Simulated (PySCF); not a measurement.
Working out the ionisation energy of O²⁺

O²⁺ [He] 2s2 2p2 (3P) → O³⁺ [He] 2s2 2p1 (2P). All numbers are calculated (PySCF 2.14, scalar relativity by spin-free X2C-1e, in aug-cc-pVQZ-DK). Frozen: 1s2. Energies in hartree (1 hartree = 27.21139 eV):

| part | O²⁺ (lower) | O³⁺ (upper) |
| --- | --- | --- |
| UHF | -73.158076 | -71.151469 |
| MP2 opposite-spin | -0.068094 | -0.062370 |
| MP2 same-spin | -0.014405 | -0.004237 |

Task: What does Hartree-Fock give?

Result: (-71.151469) − (-73.158076) = 2.006607 hartree = 54.603 eV.

Task: What do MP2 and SCS-MP2 (6/5 opposite-spin, 1/3 same-spin) give?

Result: The opposite-spin parts differ by 0.156 eV and the same-spin parts by 0.277 eV. MP2: 54.603 + (0.156) + (0.277) = 55.036 eV. SCS-MP2: 54.603 + 1.2 × (0.156) + (0.277)/3 = 54.883 eV.

A first-order spin-orbit estimate adds -0.005 eV to MP2 (valence), giving 55.031 eV against 54.936 eV (semi-empirical (NIST evaluation); NIST Atomic Spectra Database, ionization energies).

What remains against the reference includes basis incompleteness, the frozen core and correlation beyond second order.
